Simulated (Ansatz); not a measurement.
Input and output for Ta3⁺.

```yaml
crystal:
  periodic: [false, false, false]
  atoms:
    - {symbol: Ta, position_ang: [-0.013145, 1.381343, -0.454243]}
    - {symbol: Ta, position_ang: [1.200409, -0.755625, 0.320372]}
    - {symbol: Ta, position_ang: [-1.187263, -0.625718, 0.133871]}
basis:
  gaussian: {orbitals: cc-pVTZ-PP, final_grid: {core_spheres: 20, valence_spheres: 16, degree: 47}}
total_charge: 1
hamiltonian: {xc: {name: BLYP}}
scf: {omitted_lower_state_checks: [starts]}
output: {forces: true}
```

```sh
$ ansatz run in.yaml --threads 4 --pin off --events-out ev --progress --plain --max-ram 3916MiB
```

It prints (some lines left out):

```
Functional definition: BLYP
1110 factors; their error is unknown
mean field evaluation 1: about -4650.2836 eV, gradient 1.2e2 eV
mean field evaluation 2: about -4441.3352 eV, gradient 2.4e2 eV
mean field evaluation 4: about -4676.7271 eV, gradient 3.0e1 eV
mean field evaluation 8: about -4676.7271 eV, gradient 3.0e1 eV
mean field evaluation 16: about -4679.2748 eV, gradient 1.2e-5 eV
mean field -4679.27482617 eV, -171.9601781352 hartree, gradient 5.7e-6 eV, S^2 0.000000; 0 other end points of the search recorded, 0 dependent functions left out
reference -4679.27512247 eV, -171.9601890243 hartree; 19, 19 occupied and 170, 170 virtual orbitals, 1110 factors
Total energy: -4679.27512247 eV, -171.9601890243 hartree
Atom 0 at    -0.013145     1.381343    -0.454243 Å, force    -0.013339     0.213867    -0.071009 eV/Å
Atom 1 at     1.200409    -0.755625     0.320372 Å, force     0.179863    -0.126165     0.052253 eV/Å
Atom 2 at    -1.187263    -0.625718     0.133871 Å, force    -0.166524    -0.087701     0.018756 eV/Å
Dipole moment:     0.071081     0.037471    -0.008018 e Å
Checks for a lower state left out: starts
```

Run time 4.3 s (4 threads of Intel Xeon Platinum 8488C on a shared host).

The restricted singlet is unstable towards broken spin symmetry at other levels; at RKS BLYP/cc-pVTZ-PP this wasn't settled.

The dipole of an ion depends on the origin.
